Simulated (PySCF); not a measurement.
CH8ClNSi3, SMILES N[Si@@]1(Cl)C[SiH2][SiH2]1.

The structure is a stationary point at PBE0-D3(BJ)/def2-SVP. The structure was generated by enumeration; whether it is a known compound was not checked. The values are those of a single conformer.

Two levels are set side by side: PBE/def2-TZVP (PySCF) and B3LYP/def2-TZVP (PySCF). Same geometry, gas phase. Differences are taken from unrounded values.

| quantity | B3LYP |
|---|---|
| orbital gap (eV) | 6.33 |
| highest occupied level (eV) | -6.99 |
| lowest empty level (eV) | -0.66 |
| dipole moment (D) | 1.67 |
| mean polarisability (bohr³) | 114.5 |

Q: What does PBE give, and how far is it from B3LYP? (An estimate is asked for; the answer gives what the named calculation found.)

A: 
```tsv
quantity	PBE	PBE minus B3LYP
orbital gap (eV)	4.77	-1.56
highest occupied level (eV)	-6.16	0.84
lowest empty level (eV)	-1.39	-0.73
dipole moment (D)	1.72	0.05
mean polarisability (bohr³)	118.4	4.0
```

Without exact exchange PBE keeps part of each electron's self-repulsion, which lifts occupied levels and narrows the gap. Loosely held outer electrons make PBE densities more polarisable. Differences between two approximate levels are no errors against the true value.

Rough cost on one machine, each run with all the roots and properties that it gave: B3LYP against PBE within a factor of 2.
